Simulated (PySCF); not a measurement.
Molecule: H₄Cl₂Ga₂, singlet. Atoms near the plane z = 0.0 Å, at the B3LYP/def2-SVP optimised geometry (x, y, z in Å): Ga1 (-0.7, -1.6, 0.0), Ga2 (0.7, 1.6, 0.0), H4 (-2.2, -1.6, 0.0), H5 (0.4, -2.7, 0.0), H7 (-0.4, 2.7, 0.0), H8 (2.2, 1.6, 0.0).

Method: B3LYP/def2-TZVP (PySCF). Cells within 0.4 Å of a nucleus heavier than hydrogen are left out (blank, or x). The values are rescaled to run from 0 to 1.

```
|0000000000000000000000000000000|
|0000000000000000000000000000000|
|0000000000000000001111000000000|
|0000000000000000011111100000000|
|0000000000001221112221100000000|
|0000000000013896334332100000000|
|0000000000029999999742100000000|
|0000000000029999999984210000000|
|0000000000017999999998631000000|
|0000000000014999999999993000000|
|0000000000014999xxx999995100000|
|00000000001259999x9999995100000|
|0000000000125999999999972000000|
|0000000001135999999995310000000|
|0000000001245899999963100000000|
|0000000002369999999632000000000|
|0000000013699999985421000000000|
|0000000135999999995311000000000|
|0000002799999999995210000000000|
|0000015999999x99995210000000000|
|000001599999xxx9994100000000000|
|0000003999999999994100000000000|
|0000001368999999997100000000000|
|0000000124899999999200000000000|
|0000000012479999999200000000000|
|0000000012334336983100000000000|
|0000000011222111221000000000000|
|0000000011111100000000000000000|
|0000000001111000000000000000000|
|0000000000000000000000000000000|
|0000000000000000000000000000000|
```
Scale: ten equal steps from 0.000 (start of '0') to 1.00 (end of '9'), in the order '0123456789'; x runs from -5.00 to 5.00, y from -5.00 (bottom) to 5.00 (top).

Question: Which quantity is mapped?
A) an orbital amplitude
B) electrostatic potential
C) electron localisation function
D) log10 of the electron density

Answer: B, electrostatic potential. In full: electrostatic potential (hartree/e), clipped to [-0.08, 0.12].
